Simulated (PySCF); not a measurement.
## [BiCl4]− relaxed at several levels

Computed with PySCF 2.14.0, def2-SVP on the ligands, density fitting, scalar-relativistic core potentials, no spin-orbit coupling, vacuum. Each row is relaxed at its own level from the same template. Distances are means of the shortest metal–ligand contacts, charges and spins Mulliken's; removal energies are rigid, with the ligand's formal charge and no counterpoise, so too large; for an anion taken off a cation in vacuum most of it is the attraction of opposite charges, and multiply charged cations can part far more cheaply with an electron moved from ligand to metal.

```tsv
level	basis on the metal	point group	M–Cl (Å)	charge on M (e)	HOMO–LUMO gap (eV)	removal of one Cl (eV)	strongest infrared band, degenerate modes summed (cm⁻¹)	unstable modes (below −25 cm⁻¹)
BP86	def2-SVP with ECP60	Td	2.634	0.81	3.81	3.63	250	0
```

Task: What does the calculation give for PBE0, def2-SVP with ECP60?

Result: point group: Td, M–Cl (Å): 2.609, charge on M (e): 0.97, HOMO–LUMO gap (eV): 5.46, removal of one Cl (eV): 3.59, strongest infrared band, degenerate modes summed (cm⁻¹): 263, unstable modes (below −25 cm⁻¹): 0.
```xyz
5

Bi    0.0000    0.0000    0.0000
Cl    1.5066    1.5066    1.5066
Cl   -1.5066   -1.5066    1.5066
Cl    1.5066   -1.5066   -1.5066
Cl   -1.5066    1.5066   -1.5066
```

One start shape was tried for each, so a minimum needn't be the lowest isomer.
